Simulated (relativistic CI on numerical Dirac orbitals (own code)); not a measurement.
## Spin-allowed bands of a d2 ion in an octahedral site, by hand

Problem. Take Δ = 22950 cm⁻¹ and B = 820 cm⁻¹ for a d2 ion in an octahedral site. Calculate the three spin-allowed bands.

Working.
1. The terms of highest spin are 3F (energy 0) and 3P (15B = 12300 cm⁻¹). Here the F term splits into A2 at +1.2Δ = 27540, T2 at +0.2Δ = 4590 and T1 at −0.6Δ = -13770 cm⁻¹.
2. The two T1 states mix through the element 0.4Δ: H = [[-13770, 9180], [9180, 12300]], with roots ½(H₁₁ + H₂₂) ∓ ½√[(H₂₂ − H₁₁)² + 4H₁₂²] = ½(-1470) ∓ ½(31886) = -16678 and 15208 cm⁻¹.
3. The ground term is 3T1 at -16678 cm⁻¹.
4. Bands: 3T2 21268 cm⁻¹ (470 nm), 3T1(P) 31886 cm⁻¹ (314 nm), 3A2 44218 cm⁻¹ (226 nm).

Check. Exact diagonalisation of the whole d2 shell with these parameters gives 3T2 21268, 3T1 31886, 3A2 44218 cm⁻¹. The match is exact, since without spin-orbit coupling no other term has this spin. The ratio of the second band to the first, 1.499, depends on Δ/B = 28.0 alone, which is how a Tanabe-Sugano diagram is read.
